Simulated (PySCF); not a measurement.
## Radial density of Sn(43+) (tin, charge +43)

M06-2X, [He] 2s2 2p3, high-spin 4S determinant. Calculation: PySCF 2.14, in an even-tempered Gaussian basis (17 s from 20 bohr⁻², ratio 2.2; 10 p from 26 bohr⁻², ratio 2.2; 5 d from 99 bohr⁻², ratio 2.4; 5 f from 150 bohr⁻², ratio 2.4; 4 g from 220 bohr⁻², ratio 2.4); the non-relativistic Hamiltonian (point nucleus).

```json
{"r (bohr)": "0.000522", "4πr²ρ (e/bohr)": "0.2831", "4πr²(ρα − ρβ)": "-0.0001"}
{"r (bohr)": "0.000878", "4πr²ρ (e/bohr)": "0.7731", "4πr²(ρα − ρβ)": "-0.0003"}
{"r (bohr)": "0.00148", "4πr²ρ (e/bohr)": "2.060", "4πr²(ρα − ρβ)": "-0.0007"}
{"r (bohr)": "0.00248", "4πr²ρ (e/bohr)": "5.270", "4πr²(ρα − ρβ)": "-0.0013"}
{"r (bohr)": "0.00418", "4πr²ρ (e/bohr)": "12.58", "4πr²(ρα − ρβ)": "0.0017"}
{"r (bohr)": "0.00703", "4πr²ρ (e/bohr)": "26.75", "4πr²(ρα − ρβ)": "0.0407"}
{"r (bohr)": "0.0118", "4πr²ρ (e/bohr)": "46.82", "4πr²(ρα − ρβ)": "0.3248"}
{"r (bohr)": "0.0199", "4πr²ρ (e/bohr)": "59.55", "4πr²(ρα − ρβ)": "1.8460"}
{"r (bohr)": "0.0335", "4πr²ρ (e/bohr)": "47.88", "4πr²(ρα − ρβ)": "7.7190"}
{"r (bohr)": "0.0563", "4πr²ρ (e/bohr)": "35.50", "4πr²(ρα − ρβ)": "20.6438"}
{"r (bohr)": "0.0947", "4πr²ρ (e/bohr)": "44.21", "4πr²(ρα − ρβ)": "26.6626"}
{"r (bohr)": "0.159", "4πr²ρ (e/bohr)": "21.05", "4πr²(ρα − ρβ)": "10.3171"}
{"r (bohr)": "0.268", "4πr²ρ (e/bohr)": "1.225", "4πr²(ρα − ρβ)": "0.5282"}
{"r (bohr)": "0.450", "4πr²ρ (e/bohr)": "0.002727", "4πr²(ρα − ρβ)": "0.0010"}
```

A non-relativistic calculation at this Z misses sizeable relativistic shifts. Spin-orbit coupling is strong in this species (close to jj coupling), so the high-spin LS determinant is a model state, not a physical level.
